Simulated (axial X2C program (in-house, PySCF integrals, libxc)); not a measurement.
# Correcting the dissociation energy of GeBr for spin–orbit coupling

A spin-free CCSD(T) curve (one-electron X2C) was computed with an axial X2C code built on PySCF integrals, basis Br dyall-cv3z [8s9p6d4f1g], Ge dyall-cv3z [9s9p7d4f1g] (cores contracted in-house), for the state M_S = 1/2, Λ = 1 (beyond evenly filled blocks: π+α). It gives D0 = 3.393 eV to Br + Ge, which in a spin-free picture are the weighted means of the ground terms.

Correlated methods: 11 electrons correlated (number of frozen shells: Br 3 s, 2 p, 1 d; Ge 3 s, 2 p, 1 d), 249 virtual spin orbitals or spinors in MP2, 90 natural virtuals in coupled cluster.

Measured levels of the ground terms (NIST Handbook of Basic Atomic Spectroscopic Data), in cm⁻¹: Br 2P: J = 3/2 at 0, J = 1/2 at 3685.2; Ge 3P: J = 0 at 0, J = 1 at 557.1, J = 2 at 1410.

The two components of the molecular doublet are 1220 cm⁻¹ apart in the PBE0 2c search (Ω = 1/2 lower), so the lower one lies 610 cm⁻¹ under their mean.

(1) How far does each ground level lie under the (2J+1)-weighted mean of its term?

(2) Correct D0.

Second-order spin–orbit effects in the molecule, which grow quickly with Z, are left out. The state is a single determinant with fixed occupations, the lowest that a limited PBE0 search found. Dissociation energies refer to the lowest single-determinant-based atoms at the same level and basis. Coupled cluster ran in a truncated set of natural virtual spinors; the MP2 energy of the rest was added. (T) has no such correction and the atoms are truncated less, which lowers De at CCSD(T) by a hundredth of an eV or more. With the outer-core shells frozen, correlated bond lengths of heavy atoms tend to come out a few hundredths of an ångström too long.

Results:

(1) Br: (4 × 0 + 2 × 3685.2)/6 = 1228 cm⁻¹; Ge: (1 × 0 + 3 × 557.1 + 5 × 1410)/9 = 969 cm⁻¹.

(2) D0 = 3.393 + (610 − 2197)/8065.5 = 3.196 eV at CCSD(T) with these spin–orbit terms.
